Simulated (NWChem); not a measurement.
System meant: C4H12Sn; SMILES [Sn]([CH3])([CH3])([CH3])[CH3]

Here is an NWChem input.

```
start job
memory heap 200 mb stack 900 mb global 1100 mb
geometry units angstroms noautoz
  C     -1.195422    -1.377660     1.191273
  Sn    -0.000136    -0.000658    -0.000123
  C      1.399911    -1.129379    -1.229047
  C     -1.309667     1.174778    -1.283848
  C      1.105693     1.331431     1.321726
  H     -1.762491    -2.061243     0.529928
  H     -1.911807    -0.814629     1.820635
  H     -0.540506    -1.980788     1.849771
  H      2.015192    -0.439166    -1.838399
  H      0.849489    -1.809710    -1.907607
  H      2.071026    -1.732327    -0.586931
  H     -1.878596     0.508972    -1.961534
  H     -2.025849     1.754661    -0.669761
  H     -0.712824     1.879351    -1.895134
  H      0.404323     1.910746     1.953153
  H      1.777138     0.745714     1.979244
  H      1.716816     2.038210     0.727347
end
basis spherical
  * library def2-svp
end
dft
  xc b3lyp
  iterations 150
  mulliken
end
task dft energy
```

End of the output:

```
             Grid Information
             ----------------
          Grid used for XC integration:  medium
          Radial quadrature: Mura-Knowles
          Angular quadrature: Lebedev.
          Tag              B.-S. Rad. Rad. Pts. Rad. Cut. Ang. Pts.
          ---              ---------- --------- --------- ---------
          C                   0.70       49          11.0       434
          Sn                  1.45      123           9.0       590
          H                   0.35       45          13.0       434
          Grid pruning is: on
          Number of quadrature shells:   859
          Spatial weights used:  Erf1

          Convergence Information
          -----------------------
          Convergence aids based upon iterative change in
          total energy or number of iterations.
          Levelshifting, if invoked, occurs when the
          HOMO/LUMO gap drops below (HL_TOL):  1.00D-02
          DIIS, if invoked, will attempt to extrapolate
          using up to (NFOCK): 10 stored Fock matrices.

                    Damping( 0%)  Levelshifting(0.5)       DIIS
                  --------------- ------------------- ---------------
          dE  on:    start            ASAP                start
          dE off:    2 iters        150 iters           150 iters

      Screening Tolerance Information
      -------------------------------
          Density screening/tol_rho:  1.00D-10
          AO Gaussian exp screening on grid/accAOfunc:  14
          CD Gaussian exp screening on grid/accCDfunc:  20
          XC Gaussian exp screening on grid/accXCfunc:  20
          Schwarz screening/accCoul:  1.00D-08

      Superposition of Atomic Density Guess
      -------------------------------------

      charge =      50.0 Sn (Tin)

      symmetry species            s     p     d     f
      number of basis functions =10     7     6
      number of cont. functions = 4     4     2
      number of closed shells   = 5     3     2
      number of open shells     = 0     1     0
      open shell occupation     = 0     2     0
 ------------------------------------------------------------------------
 atomscf:atomd: error in atom scf                   0
 ------------------------------------------------------------------------
 ------------------------------------------------------------------------
  current input line :
    30: task dft energy
 ------------------------------------------------------------------------
 ------------------------------------------------------------------------
 This error has not yet been assigned to a category
 ------------------------------------------------------------------------
 For more information see the NWChem manual at https://nwchemgit.github.io

0:atomscf:atomd: error in atom scf:Received an Error in Communication
```

Q: Find the fault in this run and fix the input.

A: The program stopped with an error. Cause: the def2 basis of a heavy element holds valence functions alone and wants its effective core potential (without it all electrons must fit into that basis). This input runs:
```
start job
memory heap 200 mb stack 900 mb global 1100 mb
geometry units angstroms noautoz
  C     -1.195422    -1.377660     1.191273
  Sn    -0.000136    -0.000658    -0.000123
  C      1.399911    -1.129379    -1.229047
  C     -1.309667     1.174778    -1.283848
  C      1.105693     1.331431     1.321726
  H     -1.762491    -2.061243     0.529928
  H     -1.911807    -0.814629     1.820635
  H     -0.540506    -1.980788     1.849771
  H      2.015192    -0.439166    -1.838399
  H      0.849489    -1.809710    -1.907607
  H      2.071026    -1.732327    -0.586931
  H     -1.878596     0.508972    -1.961534
  H     -2.025849     1.754661    -0.669761
  H     -0.712824     1.879351    -1.895134
  H      0.404323     1.910746     1.953153
  H      1.777138     0.745714     1.979244
  H      1.716816     2.038210     0.727347
end
basis spherical
  * library def2-svp
end
ecp
  Sn library def2-ecp
end
dft
  xc b3lyp
  iterations 150
  mulliken
end
task dft energy
```
It converges to -373.89674 Ha (B3LYP/def2-SVP with def2 effective core potentials on Sn).
